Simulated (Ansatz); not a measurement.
`C#[C][GeH2][F]` and `C#[C][GeH2][CH2]Cl` differ in one atom or group.

Ansatz, PBE0-D4/def2-TZVP geometries, multiplicity 1. Each molecule was computed in one conformer, which needn't be the lowest.

Scalar relativity is left out up to krypton.

| property | `C#[C][GeH2][F]` |
| --- | --- |
| HOMO–LUMO gap (B3LYP/def2-TZVPP) / eV | 7.27 |
| HOMO–LUMO gap (PBE0/def2-TZVPP) / eV | 7.75 |
| HOMO energy (PBE/def2-TZVPP) / eV | -7.33 |
| size of the dipole moment (ωB97M-V/def2-TZVPP) / D | 2.26 |
| HOMO energy (ωB97M-V/def2-TZVPP) / eV | -10.81 |
| HOMO–LUMO gap (PBE/def2-TZVPP) / eV | 5.59 |

Problem. Give the same properties after the change, and the shifts. (Estimate.)

Solution. Computed: 
```csv
property,`C#[C][GeH2][CH2]Cl`,shift
HOMO–LUMO gap (B3LYP/def2-TZVPP) / eV,7.28,0.01
HOMO–LUMO gap (PBE0/def2-TZVPP) / eV,7.75,0.00
HOMO energy (PBE/def2-TZVPP) / eV,-6.64,0.69
size of the dipole moment (ωB97M-V/def2-TZVPP) / D,1.53,-0.73
HOMO energy (ωB97M-V/def2-TZVPP) / eV,-10.10,0.71
HOMO–LUMO gap (PBE/def2-TZVPP) / eV,5.57,-0.02
```

Dipoles are sizes alone; their direction can turn.

B3LYP here is the variant with VWN-RPA as its local correlation; programs differ in this.
